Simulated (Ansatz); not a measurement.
A nudged elastic band was laid between two geometries of C$_{2}$H$_{9}$FSi$_{2}$ (14 atoms, charge 0, multiplicity 1).

Computed with Ansatz 0.2.0, RKS PBE0/def2-SVP.

| Quantity | Value |
| --- | --- |
| movable images | 7 |
| climbing image | yes |
| spring | 5.0 eV/Å² |
| optimiser | quadratic models (default) |
| start path | IDPP |
| force threshold | 0.03 eV/Å |
| iteration limit | 56 |
| end points | relaxed |

Initial state:

```xyz
14
Properties=species:S:1:pos:R:3
C -1.149 0.330 1.040
C 0.183 0.213 0.318
F 1.165 0.862 1.105
Si 0.185 1.142 -1.353
Si 0.772 -1.600 0.173
H -1.428 1.386 1.184
H -1.101 -0.143 2.034
H -1.951 -0.161 0.467
H 1.545 1.086 -1.964
H -0.801 0.509 -2.283
H -0.200 2.565 -1.112
H 0.833 -2.195 1.542
H 2.124 -1.647 -0.457
H -0.192 -2.377 -0.666
```

Final state:

```xyz
14
Properties=species:S:1:pos:R:3
C -1.166 0.392 0.999
C 0.167 0.273 0.281
F 1.099 1.107 0.946
Si 0.088 0.937 -1.510
Si 0.896 -1.491 0.394
H -1.073 0.081 2.052
H -1.928 -0.243 0.521
H -1.529 1.432 0.986
H 1.446 0.894 -2.127
H -0.849 0.096 -2.318
H -0.408 2.345 -1.478
H 1.013 -1.870 1.834
H 2.242 -1.527 -0.248
H -0.011 -2.454 -0.304
```

Q: Which bonds break or form, and what moves?

A: No bond is made or broken. The dihedral H8–C1–C2–Si4 goes from 64 to -56°. The two ends are copies of one structure, up to a mirror image or an exchange of like atoms.

Q: What energy profile does the band end with?

A: The run converged. The highest image is number 4 of 0 to 8, 3.0 kcal/mol above the ends, which have the same energy within 2 meV. A vibrational analysis at the climbing image gives one clearly imaginary mode, 231i cm⁻¹: a first-order saddle point.

```csv
image,path coordinate (Å),energy (kcal/mol),dihedral H8–C1–C2–Si4 (°)
0,0.00,0.0,64
1,0.45,0.4,49
2,0.90,1.4,34
3,1.35,2.6,18
4,1.80,3.0,3
5,2.25,2.6,-12
6,2.70,1.4,-27
7,3.15,0.4,-41
8,3.60,0.0,-56
```

Q: What is the geometry of the highest image?

A: 
```xyz
14
Properties=species:S:1:pos:R:3:forces:R:3
C -1.189 0.363 0.990 0.02 0.01 0.00
C 0.166 0.263 0.276 -0.01 0.00 0.00
F 1.102 1.090 0.951 -0.01 0.00 0.00
Si 0.099 0.957 -1.501 0.01 -0.01 0.00
Si 0.906 -1.493 0.377 0.01 0.00 -0.01
H -1.052 1.055 1.835 -0.01 0.00 0.01
H -1.544 -0.595 1.402 -0.01 0.00 0.00
H -1.993 0.770 0.357 -0.01 0.00 0.00
H 1.454 0.918 -2.123 0.00 0.00 -0.01
H -0.847 0.135 -2.317 -0.01 0.00 0.00
H -0.391 2.367 -1.446 0.00 0.00 0.01
H 1.022 -1.882 1.815 -0.01 0.01 0.00
H 2.253 -1.525 -0.264 0.00 0.00 0.00
H -0.002 -2.453 -0.324 0.00 0.00 0.00
```

Q: What are the harmonic wavenumbers there?

A: 231i, 143, 153, 174, 197, 228, 269, 367, 531, 549, 621, 667, 682, 847, 892, 896, 930, 934, 938, 939, 942, 1094, 1102, 1104, 1377, 1450, 1470, 2225, 2232, 2239, 2242, 2250, 2256, 3048, 3134, 3164 cm⁻¹.

Time of the run: 2.3 min on 2 threads of Arm Neoverse V1, on a shared host, peak memory 0.3 GiB.
